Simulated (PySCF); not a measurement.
H₃O₂, SMILES O[OH2+], charge +1.

Geometry optimised at B3LYP-D3(BJ)/def2-TZVP. The isomer is the one that the SMILES or the coordinates give; other isomers of the formula were not compared.

The numbers are results of PBE/def2-TZVPD run with PySCF, not measurements.

Symmetry labels are those of the subgroup Cs that the program uses (full group Cs).

Computed valence orbital energies around the gap with their symmetry:
```json
[
 {"orbital": "HOMO−7", "symmetry": "A'", "energy (eV)": "-520.39"},
 {"orbital": "HOMO−6", "symmetry": "A'", "energy (eV)": "-38.28"},
 {"orbital": "HOMO−5", "symmetry": "A'", "energy (eV)": "-32.10"},
 {"orbital": "HOMO−4", "symmetry": "A\"", "energy (eV)": "-24.21"},
 {"orbital": "HOMO−3", "symmetry": "A'", "energy (eV)": "-22.50"},
 {"orbital": "HOMO−2", "symmetry": "A'", "energy (eV)": "-20.65"},
 {"orbital": "HOMO−1", "symmetry": "A'", "energy (eV)": "-17.03"},
 {"orbital": "HOMO", "symmetry": "A\"", "energy (eV)": "-15.42"},
 {"orbital": "LUMO", "symmetry": "A'", "energy (eV)": "-10.39"},
 {"orbital": "LUMO+1", "symmetry": "A'", "energy (eV)": "-7.55"},
 {"orbital": "LUMO+2", "symmetry": "A\"", "energy (eV)": "-5.72"},
 {"orbital": "LUMO+3", "symmetry": "A'", "energy (eV)": "-5.45"}
]
```
